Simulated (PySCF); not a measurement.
# Working out the ionisation energy of O⁺

O⁺ [He] 2s2 2p3 (4S) → O²⁺ [He] 2s2 2p2 (3P). Calculation: PySCF 2.14, in def2-SVP (3s2p1d, 14 functions); no relativity, point nucleus. Frozen: 1s2. Energies in hartree (1 hartree = 27.21139 eV):

| part | O⁺ (lower) | O²⁺ (upper) |
| --- | --- | --- |
| UHF | -74.276071 | -72.999874 |
| CCSD correlation | -0.083874 | -0.077611 |
| (T) | -0.000568 | -0.000633 |

What does Hartree-Fock give?

(-72.999874) − (-74.276071) = 1.276197 hartree = 34.727 eV.

What do CCSD and CCSD(T) give?

The CCSD correlation energies differ by 0.006263 hartree = 0.170 eV and the triples by -0.000065 hartree = -0.002 eV, so CCSD gives 34.897 eV and CCSD(T) 34.895 eV.

Reference: 35.121 eV (measured; NIST Atomic Spectra Database, ionization energies), between the lowest levels; spin-orbit coupling is absent from the calculation.

A double-zeta basis recovers only part of the correlation energy.

What remains against the reference includes basis incompleteness, the frozen core and higher excitations.
